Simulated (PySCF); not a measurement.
These 3 structures share the formula C5H13B. Level of theory: PySCF 2.14.0, PBE0-D3(BJ)/def2-SVP geometry optimisation, gas phase. One conformer each; no zero-point energy, no entropy. No frequencies were run at this level. Point groups hold within 0.08 Å.

**Question.** Rank from lowest to highest electronic energy at this level (kJ/mol).
A. `[CH3:1][CH2:2][CH2:3][B:4]([CH3:5])[CH3:6]` with C1–C2–C3–B4 176°, C2–C3–B4–C5 -25°
B. `[BH2:1][C:2]([CH3:3])([CH3:4])[CH2:5][CH3:6]` with H–B1–C2–C3 154° and -32°, B1–C2–C5–C6 -56°
C. BEt2Me, `CCB(C)CC`

**Answer.** A (0.0), C (15.2), B (113.8).

```tsv
SMILES	E (Eh)	E rel (kJ/mol)	dipole (D)	point group	A, B, C (MHz)
CCCB(C)C	-222.79324	0.0	0.07	C1	6225, 1652, 1372
CCB(C)CC	-222.78744	15.2	0.09	–	4388, 2157, 1710
BC(C)(C)CC	-222.74990	113.8	0.69	C1	4486, 2606, 2422
```

**Question.** How do the relative energies change in single points at KT2/pcSseg-1 (no added dispersion term) on the same geometries?

**Answer.** 
| SMILES | PBE0-D3(BJ)/def2-SVP (kJ/mol) | KT2/pcSseg-1 (kJ/mol) | shift |
| --- | --- | --- | --- |
| CCCB(C)C | 0.0 | 0.0 | 0.0 |
| CCB(C)CC | 15.2 | 17.0 | +1.8 |
| BC(C)(C)CC | 113.8 | 103.7 | -10.1 |

Each column counts from its own lowest isomer. The order is unchanged; the largest shift is 10.1 kJ/mol.
